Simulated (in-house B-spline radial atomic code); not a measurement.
How numerical settings move a run on neutral silicon, [Ne] 3s2 3p2. Computed with an all-electron radial atomic-structure program (B-spline basis): Dirac-Hartree-Fock, average of configuration, Fermi nucleus of rms radius 3.1224 fm.

Command:
```bash
python run_scf.py task.json out
```
Settings of the sound reference run:
```
Z                14
electrons        14
configuration    [Ne] 3s2 3p2
hamiltonian      dirac
method           hf
spin_polarised   False
nucleus          fermi
rms_radius       3.1224
mass_number      28
atomic_mass      27.97693
speed_of_light   137.036
knot_spacing     0.22
spline_order     8
gauss_points     12
box_radius       50
max_iterations   70
damping          0.5
damped_steps     3
diis_vectors     10
tolerance        1e-08
start            Thomas-Fermi
```

Cost of the run: 1.1 s on 1 thread of Intel(R) Xeon(R) 6975P-C, on a shared host.

It converges in 10 iterations to -289.461336 hartree, with 3p3/2 at -7.56319 eV. The other runs change the listed settings, some to values that make no sense; their results aren't properties of the atom or ion. Radii are in bohr (the nuclear one in fm), a minus after a letter asks for a j subshell, and «unchanged» means within 1e-8 hartree. The run stops when the residual is below 10 × tolerance × max(1, Z/10), or a noise floor if that is larger, and the energy moves by less than 1e-8 × √|E| hartree; so very loose and very tight tolerances often act alike.

| changed settings | outcome |
| --- | --- |
| spline_order = 3 | converged in 10 iterations, energy +4.94e-03 hartree from the reference, 3p3/2 level -7.4e-04 eV |
| gauss_points = 4, max_iterations = 100, damped_steps = 1, diis_vectors = 0 | converged in 24 iterations, energy -2.30e-08 hartree from the reference, 3p3/2 level -8.5e-06 eV |
| knot_spacing = 0.1, spline_order = 3, first_knot = 0.0214, max_iterations = 12 | converged in 10 iterations, energy +3.11e-02 hartree from the reference, 3p3/2 level -3.2e-04 eV |
| spline_order = 5 | converged in 10 iterations, energy +1.65e-06 hartree from the reference, 3p3/2 level -5.3e-07 eV |
| spline_order = 4 | converged in 10 iterations, energy +6.58e-05 hartree from the reference, 3p3/2 level -1.6e-05 eV |
| tolerance = 1e-06 | converged in 9 iterations, energy unchanged, 3p3/2 level -2.1e-05 eV |
| gauss_points = 3, first_knot = 7.14e-05, max_iterations = 100, damped_steps = 0, tolerance = 1e-05 | converged in 7 iterations, energy +1.39e-05 hartree from the reference, 3p3/2 level -7.0e-05 eV |
| electrons = 15, configuration = [Ne] 3s2 3p2 4p-1, max_iterations = 50 | converged in 10 iterations to -289.4573 hartree, a different physical problem (warning: 4p1/2 has a positive eigenvalue: unbound, held by the box) |
| damping = 0.2 | converged in 9 iterations, energy unchanged, 3p3/2 level +4.7e-06 eV |
| spline_order = 10 | converged in 10 iterations, energy unchanged |
| damping = 0 | converged in 9 iterations, energy unchanged, 3p3/2 level -2.5e-06 eV |
| box_radius = 3, max_iterations = 100, damped_steps = 30, tolerance = 1e-05 | converged in 9 iterations, energy +1.47e+00 hartree from the reference, 3p3/2 level +1.7e+01 eV (the program warns: 3p3/2 has a positive eigenvalue: unbound, held by the box; 3p1/2 has a positive eigenvalue: unbound, held by the box) |

(1) What happens with damping = 0.95?

(2) What happens with damping = 0.8?

(3) What happens with spline_order = 6?

(4) What happens with spline_order = 7, first_knot = 0.0214, max_iterations = 100, diis_vectors = 1, start = bare nucleus?

Results:

(1) Converged in 11 iterations, energy unchanged, 3p3/2 level +3.2e-07 eV.

(2) Converged in 10 iterations, energy unchanged, 3p3/2 level -3.3e-06 eV.

(3) Converged in 10 iterations, energy +6.74e-08 hartree from the reference.

(4) Converged in 15 iterations, energy +3.15e-03 hartree from the reference, 3p3/2 level +2.7e-04 eV.
